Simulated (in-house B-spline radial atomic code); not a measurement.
What moves the levels of Ir+ ([Xe] 4f14 5d7 6s1)? Method: Dirac-Hartree-Fock, average of configuration, Fermi nucleus of rms radius 5.4032 fm. Calculated with an all-electron radial atomic-structure program (B-spline basis).

Baseline run (computed): total energy -17846.4746 hartree, 1s1/2 at -2815.66 hartree, 6s1/2 at -15.934 eV with <r> = 2.828 bohr.

Scaling the speed of light c (a factor of 100 is close to the non-relativistic limit):

```tsv
c/c0	ΔE (hartree)	6s1/2 level (eV)	6s1/2 <r> (bohr)
0.95	-136.89	-16.2727	2.784
0.98	-51.535	-16.0599	2.811
1.02	47.759	-15.8182	2.843
3	941.55	-13.9056	3.148
100	1041.1	-13.72	3.184
```

Changing the nucleus:

```csv
nucleus,ΔE (eV)
Gaussian nucleus of rms radius 5.4032 fm,-0.704
uniform spherical nucleus of rms radius 5.4032 fm,0.172
Gaussian nucleus of rms radius 0.01 fm,-94.5
Fermi nucleus of rms radius 5.2951 fm,-3.08
Fermi nucleus of rms radius 5.5113 fm,3.12
```

A larger nucleus binds the electrons less, roughly as the density at the nucleus times the change of the nuclear <r²>. At equal rms radius the shape enters only through higher moments. A radius of 0.01 fm is nearly a point.

Question: The nuclear charge is raised by 0.1. What does the Hellmann-Feynman theorem predict for the energy, and what is found?

Answer: dE/dZ ≈ -Σ<1/r>, which is -581.407 at the start and -582.598 at the end; their mean times 0.1 is -58.2 hartree, and the two runs differ by -58.196 hartree.
